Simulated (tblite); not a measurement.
Compound: C₅H₇O₂Si (charge -1).
Z-matrix (Å and degrees, GFN2-xTB geometry), rows numbered from 1:
```
O 
C   1  1.2332
C   2  1.4125  1  126.69
C   3  1.3715  2  126.34  1   179.73
Si  4  1.9049  3  122.48  2  -179.57
C   4  1.4047  3  126.26  2     0.28
C   6  1.3676  4  114.86  3  -179.83
O   7  1.2728  6  122.29  4     0.06
H   2  1.1138  1  117.90  3   179.92
H   3  1.0834  2  115.93  1    -0.08
H   5  1.5272  4   98.78  3    -0.18
H   5  1.4731  4  115.76  3   101.80
H   5  1.4731  4  115.69  3  -102.10
H   6  1.0813  4  124.68  3     0.17
H   7  1.0996  6  120.82  4  -179.91
```

Computed with GFN2-xTB (tblite): harmonic, unscaled wavenumbers at the GFN2-xTB geometry, gas phase. The method is semi-empirical: single wavenumbers can be off by several per cent or more. Modes of hydrogen on silicon can be 10 to 20 % off. One conformer, not necessarily the lowest.

Harmonic wavenumbers (cm⁻¹): 81.5, 149.5, 166.7, 174.7, 185.0, 318.4, 323.5, 353.8, 382.2, 457.8, 538.3, 542.7, 634.6, 733.2, 751.8, 779.5, 825.6, 842.1, 882.2, 917.3, 968.0, 1055.4, 1103.1, 1160.6, 1223.1, 1292.6, 1319.7, 1397.5, 1430.5, 1528.4, 1588.4, 1655.6, 1740.2, 2133.2, 2151.7, 2675.3, 2830.0, 3039.1, 3042.3.

A = 4003, B = 940.5, C = 769.5 MHz; mass 127.022 u (most abundant isotopes); point group Cs, symmetry number 1.

Q: What is the zero-point energy?

A: ½Σν̃ = 21688 cm⁻¹ = 259.44 kJ/mol.

Q: Entropy at 273.15 K, 1 bar (ideal gas, RRHO, classical rotation)?

A: Translation 167.45, rotation 120.65, vibration 85.02: S = 373.1 J/(mol K).

Q: And Cp and H(273.15 K) − H(0)?

A: Cp = 136.98 J/(mol K), of which vibrations give 103.72 (their classical limit is 39 R = 324.3); H(273.15 K) − H(0) = 22.61 kJ/mol without the zero-point energy, 13.53 from vibrations.

Q: How do the functions run with temperature in this model?

A: 
| T (K) | S (J/(mol K)) | Cp (J/(mol K)) | H − H(0) (kJ/mol) | G − H(0) (kJ/mol) | ln q(vib) |
| --- | --- | --- | --- | --- | --- |
| 50 | 236.1 | 45.1 | 1.83 | -9.97 | 0.13 |
| 100 | 274.7 | 68.5 | 4.68 | -22.79 | 0.78 |
| 298.15 | 385.5 | 146.1 | 26.15 | -88.79 | 4.82 |
| 373.15 | 421.1 | 171.7 | 38.09 | -119.05 | 6.47 |
| 500 | 476.6 | 208.0 | 62.26 | -176.05 | 9.28 |
| 750 | 571.1 | 257.4 | 120.95 | -307.39 | 14.60 |
| 1000 | 649.7 | 287.7 | 189.38 | -460.28 | 19.52 |

q(vib) and H(0) count from the zero-point level.

Q: Blend soft modes into free rotors: weight 1/[1 + (100 cm⁻¹/ν̃)⁴] for the oscillator and the rest for a rotor with moment μB/(μ + B), μ = h/(8π²ν), B = 10⁻⁴⁴ kg m². What vibrational entropy results?

A: 82.92 J/(mol K) in place of 85.02, which changes −T·S at 273.15 K by +0.57 kJ/mol.

Q: What must be added to the electronic energy to get the Gibbs energy at 273.15 K and 1 bar?

A: ZPE + [H(273.15 K) − H(0)] − T·S = 259.44 + 22.61 − 101.92 = 180.13 kJ/mol.

Q: Which modes carry the vibrational entropy at 273.15 K?

A: 81.5 cm⁻¹: 15.41; 149.5 cm⁻¹: 10.51; 166.7 cm⁻¹: 9.66; 174.7 cm⁻¹: 9.29; 185.0 cm⁻¹: 8.85; 318.4 cm⁻¹: 4.93 J/(mol K); the other 33 give 26.37 together.

Hindered rotation and anharmonicity are outside this model. Other conformers, if any are populated, would add a mixing term that is left out.
